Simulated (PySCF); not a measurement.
Ge(H)3(PH2) (GeH5P), SMILES [GeH3][PH2]. Geometry: B3LYP-D3(BJ)/def2-TZVP.

Method: B3LYP-D3(BJ)/def2-TZVP (PySCF 2.14.0).

Harmonic wavenumbers (cm⁻¹): 146, 354, 440, 459, 712, 754, 816, 882, 887, 1106, 2121, 2133, 2138, 2381, 2389. Rotational constants (GHz): 49.32, 3.755, 3.745; symmetry number 1.

Task: Work out the zero-point energy and the ideal-gas rigid-rotor harmonic-oscillator thermochemistry at 298.15 K and 1 atm.

Result: ZPE = ½ Σ hcν = ½ × 17719 cm⁻¹ = 25.33 kcal/mol. H − E(el) = 28.92 kcal/mol. Entropy in cal/(mol K): translation 39.97, rotation 23.65, vibration 6.56, total 70.18. G − E(el) = 8.00 kcal/mol. Cp = 17.65 cal/(mol K). Modes under 150 cm⁻¹ make the vibrational entropy uncertain.
